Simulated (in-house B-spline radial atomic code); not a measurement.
Values are calculated unless marked as measured or tabulated.
Stopping of slow ions oscillates with Z: Ga to Cd at r_s = 2.67

A nucleus sits in a uniform electron gas with a rigid positive background. The Kohn-Sham equations are solved self-consistently in the spin-unpolarised LDA (PW92), non-relativistic, on B-splines with outgoing waves at the boundary and partial waves to l = 8. The model has no lattice, no bands and no magnetic solution. Atomic units; δ_l are the phase shifts at the Fermi level, counted so that each bound state adds π, and good to about 0.0005. A narrow, partly filled d or f resonance in a thin gas would split by spin, so such rows rest on a solution that is probably unstable.

The density parameter is r_s = 2.67 bohr, near that of the valence electrons of Cu (1 per atom, density 8.96 g/cm³, mass 63.55 u, which gives r_s = 2.67). The friction coefficient Q = n k_F σ_tr gives dE/dx = Q v for slow ions. Some elements are left out of the table, so an extreme may lie at one of them.

| ion | δ0/π | δ1/π | δ2/π | δ3/π | σ_tr (bohr²) | Q (a.u.) |
| --- | --- | --- | --- | --- | --- | --- |
| Ga | 3.297 | 2.335 | 1.030 | 0.006 | 33.27 | 0.2999 |
| Ge | 3.371 | 2.445 | 1.047 | 0.007 | 46.32 | 0.4176 |
| As | 3.441 | 2.553 | 1.066 | 0.009 | 53.83 | 0.4853 |
| Se | 3.510 | 2.652 | 1.091 | 0.010 | 56.00 | 0.5049 |
| Br | 3.582 | 2.738 | 1.125 | 0.011 | 57.16 | 0.5153 |
| Kr | 3.652 | 2.811 | 1.169 | 0.009 | 62.20 | 0.5607 |
| Rb | 3.716 | 2.868 | 1.227 | 0.006 | 74.77 | 0.6741 |
| Sr | 3.768 | 2.908 | 1.299 | 0.002 | 94.74 | 0.8541 |
| Zr | 3.830 | 2.947 | 1.473 | -0.004 | 124.03 | 1.1182 |
| Nb | 3.849 | 2.955 | 1.565 | -0.005 | 115.27 | 1.0392 |
| Mo | 3.865 | 2.963 | 1.657 | -0.005 | 90.84 | 0.8189 |
| Tc | 3.883 | 2.974 | 1.744 | -0.004 | 60.01 | 0.5410 |
| Ru | 3.908 | 2.991 | 1.825 | -0.001 | 33.31 | 0.3003 |
| Rh | 3.948 | 3.022 | 1.894 | 0.001 | 16.87 | 0.1521 |
| Pd | 4.007 | 3.072 | 1.947 | 0.005 | 10.64 | 0.0959 |
| Ag | 4.079 | 3.142 | 1.986 | 0.008 | 12.07 | 0.1089 |
| Cd | 4.156 | 3.226 | 2.016 | 0.010 | 19.50 | 0.1758 |

Question: Where are the largest and smallest frictions, and what do the phase shifts say there?

Answer: Largest: Zr, Q = 1.1182; smallest: Pd, Q = 0.0959, a ratio of 11.7. For the largest δ2/π = 1.47: the d resonance is about half filled and sits at the Fermi level, where it scatters most. For the smallest the differences δ_l − δ_(l+1), measured from the nearest multiple of π, are 0.07π, 0.13π, 0.06π; σ_tr grows with the sines of these.

Question: At equal speed, Lindhard and Scharff's formula, with silicon as an example target, scales as Z^(7/6)/(Z^(2/3) + 14^(2/3))^(3/2). How does its rise from the first ion to the last compare?

Answer: It rises smoothly by 1.1034/0.8852 = 1.25, while Q changes by 0.176/0.300 = 0.59. The statistical formula averages over shells, so it can't show the oscillation.
